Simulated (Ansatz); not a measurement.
A nudged elastic band was laid between two geometries of BrH + H4OSi (8 atoms, charge 0, multiplicity 1).

The calculation used Ansatz, RKS PBE-D4/def2-SVP.

```
movable images  : 5
climbing image  : yes
spring          : 5.0 eV/Å²
optimiser       : quadratic models (default)
start path      : through a guess of the saddle point
force threshold : 0.05 eV/Å
iteration limit : 60
end points      : relaxed
```

First end point:

```xyz
8
Properties=species:S:1:pos:R:3
Si 0.389 0.883 -0.389
H 0.444 -0.350 -1.280
H 1.517 1.793 -0.766
H -0.931 1.556 -0.666
O 0.613 0.487 1.225
H -0.631 -1.897 -0.424
Br -1.389 -2.282 0.745
H -0.011 -0.190 1.555
```

Last end point:

```xyz
8
Properties=species:S:1:pos:R:3
Si 0.169 0.317 0.470
H -0.185 -0.856 -2.840
H 1.428 0.244 -0.327
H -0.971 0.924 -0.295
O 0.553 1.185 1.844
H -0.340 -1.360 -2.278
Br -0.479 -1.786 0.952
H -0.175 1.333 2.473
```

Task: What changes between the two ends?

Result: Bonds broken: Si1–H2, H6–Br7. Bonds formed: Si1–Br7, H2–H6. BrH + H4OSi becomes BrH3OSi + H2.

Task: Give the energies along the band, and the barrier.

Result: It converged. The highest image is number 2 of 0 to 6, 1.02 eV above the first end and 1.71 eV above the last; the last end lies 0.69 eV below the first. A vibrational analysis at the climbing image gives one clearly imaginary mode, 651i cm⁻¹: a first-order saddle point. The orbitals stay closed-shell, which can raise the energy where a bond breaks towards radicals; this wasn't checked here.

| image | path coordinate (Å) | energy (eV) | Si1–H2 (Å) | H6–Br7 (Å) | Si1–Br7 (Å) |
| --- | --- | --- | --- | --- | --- |
| 0 | 0.00 | 0.00 | 1.52 | 1.44 | 3.80 |
| 1 | 0.90 | 0.14 | 1.54 | 1.49 | 3.29 |
| 2 | 1.80 | 1.02 | 1.79 | 1.97 | 2.73 |
| 3 | 2.95 | 0.03 | 2.52 | 2.39 | 2.33 |
| 4 | 4.11 | -0.61 | 3.33 | 2.79 | 2.26 |
| 5 | 5.27 | -0.68 | 3.84 | 3.14 | 2.25 |
| 6 | 6.43 | -0.69 | 3.53 | 3.26 | 2.25 |

Task: What is the geometry of the highest image?

Result: 
```xyz
8
Properties=species:S:1:pos:R:3:forces:R:3
Si 0.120 0.556 -0.186 0.00 0.00 0.00
H 0.471 -0.751 -1.352 0.00 0.00 0.00
H 1.273 1.199 -0.905 0.00 0.00 0.00
H -1.163 1.129 -0.685 0.00 0.00 0.00
O 0.680 0.589 1.374 0.00 0.00 0.00
H -0.104 -1.186 -0.822 0.00 0.00 0.00
Br -1.381 -1.574 0.625 0.00 0.00 0.00
H 0.106 0.038 1.951 0.00 0.00 0.00
```

Task: What are the harmonic wavenumbers there?

Result: 651i, 199, 224, 308, 534, 602, 656, 786, 874, 881, 927, 978, 990, 1338, 2167, 2222, 2592, 3619 cm⁻¹.

The band took 24 iterations and of the order of 5 core-minutes.

The run took 2.5 min on 2 threads of Arm Neoverse V2 (shared host), peak memory 0.13 GiB.
